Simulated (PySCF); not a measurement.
C₃H₅O₃S (charge -1).
Atom-mapped SMILES: `[O:1]=[S:2](=[O:3])([O-:4])[CH:5]1[CH2:6][CH2:7]1` (hydrogens: H8 on C5; H9, H10 on C6; H11, H12 on C7)

Torsions of this conformer, `[O:1]=[S:2](=[O:3])([O-:4])[CH:5]1[CH2:6][CH2:7]1`: O1–S2–C5–C6 32°.

The closed-shell ground state was solved at several levels (PySCF, density fitting, gas phase, non-relativistic). Isolated species at its PBE0-D3(BJ)/def2-SVP geometry (one conformer only). The geometry's basis has no diffuse functions, a weakness for an anion. No diffuse functions stand in pcSseg-1 and pcSseg-2, which bears on an anion's orbital energies.

```tsv
level	basis functions	HOMO (eV)	LUMO (eV)	gap (eV)
PBE0/pcSseg-1	151	-1.98	4.94	6.92
B3LYP/def2-SVPD	196	-2.14	3.73	5.87
```

**Question.** What might KT2/pcSseg-2 (329 basis functions) give for the same quantities?

**Answer.** HOMO -0.88 eV, LUMO 3.32 eV, gap 4.20 eV.

**Question.** Over all these levels, which gives the widest orbital gap and which the narrowest?

**Answer.** PBE0/pcSseg-1 (global hybrid, 25 % exact exchange) has the widest, 6.92 eV, and KT2/pcSseg-2 (GGA) the narrowest, 4.20 eV. Functional and basis both differ between the two, so the spread mixes both effects.
